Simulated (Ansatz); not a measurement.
Stepwise reaction of `[NH2][Nb]([F])([F])=[S]` with hydrogen chloride, as a gas-phase model of exchange steps in deposition or etching. ΔE in kJ/mol; ΔG adds harmonic PBE0-D4 terms to CCSD(T)/CBS, at 1 bar.

Gas-phase electronic energies from Ansatz, PBE0-D4/def2-TZVP geometries. CCSD(T)/CBS is the MP2 limit (def2-TZVPP, def2-QZVPP) plus CCSD(T) − MP2 in def2-TZVPP, frozen cores. This one scheme is used for every species. Functionals use def2-TZVPP. B3LYP here is the variant with VWN-RPA as its local correlation; programs differ in this. Elements past krypton have def2 core potentials. For Nb outer-core shells are correlated without core-valence functions, which leaves a few kJ/mol of doubt a bond. One conformer a species, not always the lowest.

```json
{"step": "1", "reaction": "`[NH2][Nb]([F])([F])=[S]` + HCl → `[NH2][Nb]([F])(=[S])[Cl]` + H–F", "PBE-D4": "6.4", "B3LYP-D4": "6.6", "ωB97M-V": "9.1", "CCSD(T)/CBS": "-5.5", "ΔG(600 K)": "0.9"}
{"step": "2", "reaction": "`[NH2][Nb]([F])(=[S])[Cl]` + HCl → `[NH2][Nb](=[S])([Cl])[Cl]` + H–F", "PBE-D4": "5.5", "B3LYP-D4": "5.5", "ωB97M-V": "8.2", "CCSD(T)/CBS": "-7.0", "ΔG(600 K)": "-0.7"}
```

Question: By hand: ΔE of the 2 steps together at CCSD(T)/CBS.

Answer: (-5.5) + (-7.0) = -12.5 kJ/mol, or -6.2 kJ/mol a step.

In ΔE the steps differ by no more than 1.5 kJ/mol. All are downhill at CCSD(T)/CBS. ΔG lies between -0.7 and 0.9 kJ/mol a step. PBE-D4 differs from CCSD(T)/CBS by 11.9 to 12.5 kJ/mol a step. Isolated molecules leave out the surface, adducts and barriers. Largest T1 diagnostic: 0.023.
